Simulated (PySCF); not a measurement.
Cr(O)2(F)2 anion (CrF₂O₂), SMILES [O]=[Cr](=[O])([F])[F] (connectivity only; charge and spin as stated), charge -1, multiplicity 2. Geometry optimised at TPSSh-D3(BJ)/def2-SVPD. The spin state was assumed, not searched. The isomer is the one that the SMILES or the coordinates give; other isomers of the formula were not compared.

Method: TPSSh-D3(BJ)/def2-SVPD (PySCF).

Harmonic wavenumbers (cm⁻¹): 198, 217, 255, 270, 353, 642, 646, 1002, 1020. Rotational constants (GHz): 3.923, 3.842, 3.563; symmetry number 2.

### Question
Work out the zero-point energy and the ideal-gas rigid-rotor harmonic-oscillator thermochemistry at 298.15 K and 1 atm.

### Answer
ZPE = ½ Σ hcν = ½ × 4603 cm⁻¹ = 6.58 kcal/mol. H − E(el) = 10.67 kcal/mol. Entropy in cal/(mol K): translation 40.31, rotation 24.82, vibration 9.52, spin 1.38, total 76.03. G − E(el) = -12.00 kcal/mol. Cp = 19.27 cal/(mol K).
